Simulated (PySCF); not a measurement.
C₄H₄, SMILES C#CC=C. Atoms are numbered in the order given.

```xyz
8

C      0.1746    -1.9279     0.0000
C     -0.1153    -0.7359     0.0000
C     -0.4906     0.6372     0.0000
C      0.3755     1.6773     0.0000
H      0.4399    -2.9757     0.0000
H     -1.5774     0.8410     0.0000
H      1.4646     1.5171     0.0000
H      0.0076     2.7142     0.0000
```
Charge 0, spin multiplicity 1.

Coordinates come from a PBE-D3(BJ)/def2-SVP optimisation.

Level of theory: B3LYP/pcJ-1 in PySCF.

Isotropic couplings with Fermi-contact, spin-dipole and both spin-orbit terms, one fixed conformer, no vibrational averaging. Isotopes: 13C, 1H.

Computed spin–spin coupling constants:
```json
[
 {"pair": "C1–C2", "bonds apart": "1", "J (Hz)": "213.9"},
 {"pair": "C1–H5", "bonds apart": "1", "J (Hz)": "281.5"},
 {"pair": "C2–C3", "bonds apart": "1", "J (Hz)": "101.9"},
 {"pair": "C3–C4", "bonds apart": "1", "J (Hz)": "82.7"},
 {"pair": "C3–H6", "bonds apart": "1", "J (Hz)": "172.9"},
 {"pair": "C4–H7", "bonds apart": "1", "J (Hz)": "174.0"},
 {"pair": "C4–H8", "bonds apart": "1", "J (Hz)": "175.5"},
 {"pair": "C1–C3", "bonds apart": "2", "J (Hz)": "11.4"},
 {"pair": "C2–C4", "bonds apart": "2", "J (Hz)": "-3.4"},
 {"pair": "C2–H5", "bonds apart": "2", "J (Hz)": "52.3"},
 {"pair": "C2–H6", "bonds apart": "2", "J (Hz)": "1.2"},
 {"pair": "C3–H7", "bonds apart": "2", "J (Hz)": "-3.2"},
 {"pair": "C4–H6", "bonds apart": "2", "J (Hz)": "-3.8"},
 {"pair": "H7–H8", "bonds apart": "2", "J (Hz)": "3.0"},
 {"pair": "C1–C4", "bonds apart": "3", "J (Hz)": "7.2"},
 {"pair": "C1–H6", "bonds apart": "3", "J (Hz)": "6.2"},
 {"pair": "C2–H7", "bonds apart": "3", "J (Hz)": "10.0"},
 {"pair": "C2–H8", "bonds apart": "3", "J (Hz)": "17.7"},
 {"pair": "C3–H5", "bonds apart": "3", "J (Hz)": "6.0"},
 {"pair": "H6–H7", "bonds apart": "3", "J (Hz)": "19.6"},
 {"pair": "H6–H8", "bonds apart": "3", "J (Hz)": "12.7"},
 {"pair": "C1–H7", "bonds apart": "4", "J (Hz)": "-1.8"},
 {"pair": "C1–H8", "bonds apart": "4", "J (Hz)": "-0.3"},
 {"pair": "C4–H5", "bonds apart": "4", "J (Hz)": "-4.6"},
 {"pair": "H5–H6", "bonds apart": "4", "J (Hz)": "-4.1"}
]
```
